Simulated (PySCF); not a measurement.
**Structure elucidation problem**

The spectra below were simulated for a compound C$_{5}$H$_{6}$F$_{2}$OSi.

1H NMR (400 MHz, computed): δ 6.74 (m, 1H), 5.92 (m, 1H), 5.11 (d, 2H), 4.41 (m, 1H), 3.12 (d, 1H).

13C{1H} NMR (computed): δ 152.5 (CH), 118.8 (CH), 96.8 (CH), 82.7 (C), 65.7 (CH2).

PySCF calculation with geometry from GFN2-xTB and NMR shieldings at PBE0/pcSseg-1/GIAO; averaged over atoms made equivalent by symmetry, fast rotation or ring inversion, non-relativistic, a single conformation, gas phase.

References, each an isolated molecule treated in the same way: 1H (σref 31.72), 13C (σref 186.93) against TMS.

**Question.** Which candidate is it?
A. FC(F)c1coc([SiH3])c1
B. FC(F)OC1=CC=C[SiH2]1
C. C=C1OC=C([SiH3])C1(F)F
D. C#C/C=C\CO[SiH](F)F
E. CC1=CC=CO[Si]1(F)F
F. C#C/C=C/CO[SiH](F)F

**Answer.** D. 

Rings plus π bonds: 3 (no ring in the answer). 5 carbon signals for 5 carbons: no two carbons are equivalent. Carbon types of the structure: 1 × C, 3 × CH, 1 × CH2, leaving 1 H on heteroatoms. δC 152.5, 118.8: alkene CH; an sp2 carbon of a C=C bond. δC 96.8: terminal alkyne carbon; the triple bond shields along its axis, which puts it between sp3 and sp2 carbons. δC 82.7: alkyne carbon; the triple bond shields along its axis, which puts it between sp3 and sp2 carbons. δC 65.7: allylic sp3 CH2 bonded to O; deshielded by the electronegative neighbour. δH 5.11: hydrogen on an allylic sp3 CH2 bonded to O; its carbon carries O, which withdraws density.

The others: C=C1OC=C([SiH3])C1(F)F would give 4 signals for carbon-bound and other non-exchanging H, not 5; FC(F)c1coc([SiH3])c1 would give 4 signals for carbon-bound and other non-exchanging H, not 5; CC1=CC=CO[Si]1(F)F would give 4 signals for carbon-bound and other non-exchanging H, not 5; FC(F)OC1=CC=C[SiH2]1 has carbons computed at 172.2, 156.5, 124.6, 123.0, 121.8, with a different DEPT pattern; C#C/C=C/CO[SiH](F)F has carbons computed at 153.0, 117.7, 90.3, 85.6, 67.6.

Splittings by 19F in the carbon and heteronuclear signals aren't shown, as no couplings were computed. Shifts are as computed. Against solution values, carbons near 30 ppm lie about +3 ppm off and those near 130 ppm about +5 ppm. Of 1211 compounds with measured shifts, 218 miss one by over three times the rms of a fit or turn the order of signals round; such compounds aren't used in these exercises. Multiplicities follow the n + 1 count of equivalent neighbours, as no J values were calculated; m marks all less simple cases, F and P coupling included.
